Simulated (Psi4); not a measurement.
C$_{3}$H$_{7}$O, charge -1, singlet, geometry from GFN2-xTB (a gas-phase anion, which may not be bound at this level). Base run: Psi4 with R2SCAN/STO-3G.

Psi4 was given this input:
```
memory 2 GB

molecule mol {
-1 1
  O     0.275249   -0.584207   -0.623035
  C     0.094019    0.903338   -0.294032
  C     1.024605   -1.203596    0.342290
  C    -1.279346    1.022850    0.395882
  H    -0.065096    1.311894   -1.335595
  H     1.248775   -2.231603    0.010340
  H     1.982234   -0.682047    0.532920
  H     0.501825   -1.276230    1.317668
  H    -2.141258    0.558954   -0.131568
  H    -1.248100    0.571009    1.396632
  H    -1.516041    2.086133    0.529044
}

set basis sto-3g
set reference rks

energy('r2scan')
print_variables()
```

The base run was repeated with changes; each row names its change, and settings that it needs were set with it.

```json
[
 {"change": "base", "ΔE vs base (mEh)": "0.000", "SCF cycles": "8", "grid points": "234793", "basis functions": "27"},
 {"change": "cholesky_tolerance = 1e-6 (with scf_type cd)", "ΔE vs base (mEh)": "1.425", "SCF cycles": "8", "grid points": "234793", "basis functions": "27"},
 {"change": "df_basis_scf = cc-pvtz-jkfit", "ΔE vs base (mEh)": "1.166", "SCF cycles": "8", "grid points": "234793", "basis functions": "27"},
 {"change": "dft_spherical_points = 194", "ΔE vs base (mEh)": "0.003", "SCF cycles": "8", "grid points": "150904", "basis functions": "27"},
 {"change": "dft_pruning_scheme = robust", "ΔE vs base (mEh)": "0.000", "SCF cycles": "8", "grid points": "160713", "basis functions": "27"},
 {"change": "dft_nuclear_scheme = becke", "ΔE vs base (mEh)": "0.002", "SCF cycles": "8", "grid points": "233295", "basis functions": "27"},
 {"change": "scf_type = out_of_core", "ΔE vs base (mEh)": "1.426", "SCF cycles": "8", "grid points": "234793", "basis functions": "27"},
 {"change": "dft_nuclear_scheme = stratmann", "ΔE vs base (mEh)": "-0.012", "SCF cycles": "8", "grid points": "217162", "basis functions": "27"},
 {"change": "dft_radial_scheme = becke", "ΔE vs base (mEh)": "0.034", "SCF cycles": "8", "grid points": "206468", "basis functions": "27"},
 {"change": "guess = huckel", "ΔE vs base (mEh)": "0.000", "SCF cycles": "12", "grid points": "234793", "basis functions": "27"},
 {"change": "basis_guess = true", "ΔE vs base (mEh)": "0.000", "SCF cycles": "7", "grid points": "234793", "basis functions": "27"},
 {"change": "scf_type = dfdirj+link", "ΔE vs base (mEh)": "0.000", "SCF cycles": "8", "grid points": "234793", "basis functions": "27"},
 {"change": "level_shift = 0.3", "ΔE vs base (mEh)": "0.000", "SCF cycles": "8", "grid points": "234793", "basis functions": "27"}
]
```

A gas-phase anion may not be bound at this level; its values then depend on the basis.
